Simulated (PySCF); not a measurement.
C₂H₇F₃OSi₂.
Z-matrix (Å and degrees, PBE0-D3(BJ)/def2-SVP geometry), rows numbered from 1:
```
F 
C   1  1.3402
F   2  1.3409  1  107.08
F   2  1.3370  1  107.09  3   114.56
C   2  1.4999  1  111.50  3  -122.18
Si  5  1.8880  2  115.72  1    61.56
O   6  1.6563  5  105.44  2  -178.25
Si  7  1.6589  6  146.86  5  -177.69
H   5  1.1008  2  108.30  1   -60.51
H   5  1.1009  2  108.32  1  -176.42
H   6  1.4913  5  110.43  2   -59.21
H   6  1.4913  5  110.49  2    62.70
H   8  1.4939  7  110.16  6    63.05
H   8  1.4942  7  110.21  6   -57.28
H   8  1.4893  7  108.22  6  -177.12
```

Linear response at B3LYP/def2-SVPD (PySCF, frozen core in the response, non-relativistic).

Static isotropic polarisability: 82.99 au (12.30 Å³), principal values 75.0, 77.7, 96.3 au.

Q: What is the polarisability at 1064 nm and at the sodium D line?

A: 83.64 au at 1064 nm (+0.8 %), 85.17 au at 589.3 nm (+2.6 %). The rise at 589.3 nm is 3.34 times that at 1064 nm; a pure ω² law gives 3.26. The lowest singlet lies at 178 nm, shorter than both wavelengths.

Q: What is the isotropic C6 coefficient between two such molecules, C6 = (3/π)∫α(iω)² dω?

A: 2858 au (Eh·bohr⁶) by a ten-point quadrature over imaginary frequencies, which is 1710 eV·Å⁶ or 165 J·nm⁶/mol.

Q: Which effective excitation energy ω̄ makes London's formula C6 = (3/4)α²ω̄ exact here?

A: ω̄ = 4·C6/(3α²) = 0.553 Eh = 15.1 eV. A one-pole form α(ω) = α/(1 − ω²/ω̄²) fitted to the 1064 nm value gives 13.2 eV. London's choice of the ionisation energy (10.78 eV, ΔSCF at the same level) gives C6 = 2050 au, 28 % too low.

Q: What molar refraction at the D line follows from R = (4π/3)·N_A·α′, with α′ the polarisability volume?

A: α′ = 12.62 Å³ gives R = 31.84 cm³/mol, for isolated, non-vibrating species.

Q: The lowest 10 singlets have (eV, f): 6.97, 0.001; 7.17, 0.000; 7.94, 0.007; 8.04, 0.022; 8.10, 0.020; 8.11, 0.033; 8.20, 0.014; 8.34, 0.127; 8.47, 0.005; 8.71, 0.027. What share of the static polarisability do they carry in the sum over states α = Σ f/ω²?

A: 2.76 au, 3.3 % of α; the largest term, 1.35 au, is that of the state at 8.34 eV. Their oscillator strengths add up to 0.26. Higher states carry the rest.

Q: How anisotropic is the static polarisability, by Δα² = ½[(α1 − α2)² + (α2 − α3)² + (α3 − α1)²]?

A: Δα = 20.1 au, or 0.24 of the isotropic value.

One conformer stands for the species.
